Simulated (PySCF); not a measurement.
Compound: C4H8OSi2.
Structure used (PBE0-D3(BJ)/def2-SVP), in Å, numbered top down from 1:
```
atom  x, y, z in Å
Si1    3.1444    0.5314   -0.4002
Si2    1.4781   -0.5646    0.8347
C3    -0.2045    0.0691    0.3288
C4    -1.1985    0.7208    1.0137
C5    -2.2362    0.9971    0.0737
C6    -1.7977    0.4949   -1.1161
O7    -0.5824   -0.0603   -0.9753
H8     2.9720    0.2425   -1.8571
H9     4.5054    0.0757    0.0222
H10    3.0403    2.0079   -0.1864
H11    1.5801   -2.0423    0.6232
H12    1.6241   -0.2742    2.2936
H13   -1.1859    0.9700    2.0731
H14   -3.1828    1.5008    0.2570
H15   -2.2304    0.4610   -2.1131
```

Method: core-valence-separated Tamm–Dancoff BHandHLYP/aug-pcX-1 (pcseg-1 on H, def2-SVPD on Si) in PySCF, non-relativistic, gas phase, PBE0-D3(BJ)/def2-SVP geometry. No empirical shift is added; at this level the pattern usually sits a few eV under experiment.

The lowest roots of each edge with f over 0.003 (five at most, numbered afresh; weaker and dark ones are left out), with transition dipoles (au) in the frame of the coordinates:

```
root  edge  E (eV)       f       μx       μy       μz
   1     C  283.32  0.0529  -0.0372  -0.0768   0.0183
   2     C  283.69  0.0570   0.0386   0.0796  -0.0193
   3     C  284.03  0.0554  -0.0371  -0.0789   0.0193
   4     C  284.25  0.0650   0.0408   0.0850  -0.0207
   5     C  285.76  0.0089  -0.0172  -0.0301   0.0086
   6     O  532.60  0.0317  -0.0208  -0.0434   0.0107
   7     O  536.16  0.0097   0.0024   0.0062   0.0264
   8     O  536.40  0.0052  -0.0142   0.0030  -0.0137
   9     O  536.51  0.0069   0.0185  -0.0069   0.0115
  10     O  536.57  0.0065   0.0009   0.0049   0.0216
```

Question: Molecules are fixed in this frame and the field points along y. What effective strengths 3 f cos²θ do the roots have (θ between field and μ)?

Answer: root 1 (C4): 0.123, root 2 (C5): 0.132, root 3 (C3): 0.130, root 4 (C6): 0.151, root 5 (C5): 0.019, root 6 (O7): 0.074, root 7 (O7): 0.002, root 8 (O7): 0.000, root 9 (O7): 0.002, root 10 (O7): 0.001. Root 4 is the strongest. Averaged over all orientations cos²θ is 1/3, which gives f back.

One conformer stands for the species.
